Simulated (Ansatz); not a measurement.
CH$_{7}$AsSi (`C[SiH2][AsH2]`). Total charge 0; spin multiplicity 1.

Z-matrix (Å, degrees):
```
C
Si 1 1.872
H 1 1.092 2 110.8
H 1 1.093 2 110.6 3 119.9
H 1 1.092 2 110.8 3 -120.1
As 2 2.368 1 109.4 3 62.6
H 2 1.489 1 110.4 3 179.9
H 2 1.488 1 110.3 3 -60.8
H 6 1.523 2 92.2 1 -74.6
H 6 1.522 2 92.5 1 -167.0
```

Problem. What are the harmonic wavenumbers in cm⁻¹ at PBE0-D4/def2-TZVP (Ansatz, finite differences of forces, unscaled)? (An estimate is asked.)

Solution. The calculation gave: 116, 146, 160, 357, 427, 537, 569, 686, 700, 758, 881, 884, 945, 982, 1276, 1450, 1451, 2203, 2207, 2216, 2220, 3053, 3138, 3141.

Problem. Is this a minimum?

Solution. Yes, all 24 modes are real.

Problem. Give the ideal-gas thermochemistry at 298.15 K and 1 bar (rigid rotor, harmonic oscillator; point group C1, symmetry number 1).

Solution. Zero-point energy 182.4 kJ/mol; H(298) − E = 201.7 kJ/mol; entropy 332.1 J/(mol·K), of which translation 168.8, rotation 109.1, vibration 54.2; G(298) − E = 102.6 kJ/mol.

Problem. And at 400, 500, 600, 800 and 1000 K?

Solution. 
```json
{"T (K)": "400", "H − E (kJ/mol)": "212.7", "S (J/mol/K)": "363.9", "G − E (kJ/mol)": "67.2"}
{"T (K)": "500", "H − E (kJ/mol)": "225.3", "S (J/mol/K)": "392.0", "G − E (kJ/mol)": "29.3"}
{"T (K)": "600", "H − E (kJ/mol)": "239.3", "S (J/mol/K)": "417.4", "G − E (kJ/mol)": "-11.2"}
{"T (K)": "800", "H − E (kJ/mol)": "270.6", "S (J/mol/K)": "462.3", "G − E (kJ/mol)": "-99.3"}
{"T (K)": "1000", "H − E (kJ/mol)": "305.4", "S (J/mol/K)": "501.0", "G − E (kJ/mol)": "-195.7"}
```
